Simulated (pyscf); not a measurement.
•H₂C–C(F)(F)–F, doublet

Gas-phase minimum from PySCF at ωB97X-D3(BJ)/def2-SVP, one conformer. Other isomers of •H₂C–C(F)(F)–F were not searched in full and may lie lower. 

```
C
F 1 1.3418
F 1 1.3419 2 107.92
F 1 1.3495 2 106.89 3 -114.69
C 1 1.4850 2 111.62 4 -122.39
H 5 1.0913 1 118.91 2 35.04
H 5 1.0913 6 121.36 1 -168.77
```
Charge 0, spin multiplicity 2.

Properties at ωB97X-D3(BJ)/def2-SVP:

| Quantity | Result |
|---|---|
| Harmonic wavenumbers, unscaled | 124, 342, 376, 510, 543, 614, 628, 883, 942, 1193, 1295, 1326, 1458, 3201, 3338 cm⁻¹ |
| Zero-point energy | 24.0 kcal/mol |
| Rotational symmetry number | 1 |
| Entropy of this conformer at 298 K and 1 atm, rigid rotor and harmonic oscillator, modes under 100 cm⁻¹ raised to 100 | 306.8 J/(mol K) |
| Dipole moment | 2.11 D |
| Spin expectation value S2 | 0.753 |

Single-point totals, which compare only within one level:

```csv
level,total energy (hartree)
ωB97X-D3(BJ)/def2-TZVP,-377.10463
PBE/def2-TZVP,-376.67436
r²SCAN/def2-TZVP,-376.89434
B3LYP-D3(BJ)/def2-TZVP,-377.06099
PBE0-D3(BJ)/def2-TZVP,-376.68333
M06-2X/def2-TZVP,-376.91770
ωB97M-D3(BJ)/def2-TZVP,-377.12398
```

Soft torsions are taken as harmonic, which can shift the entropy by several J/(mol K).
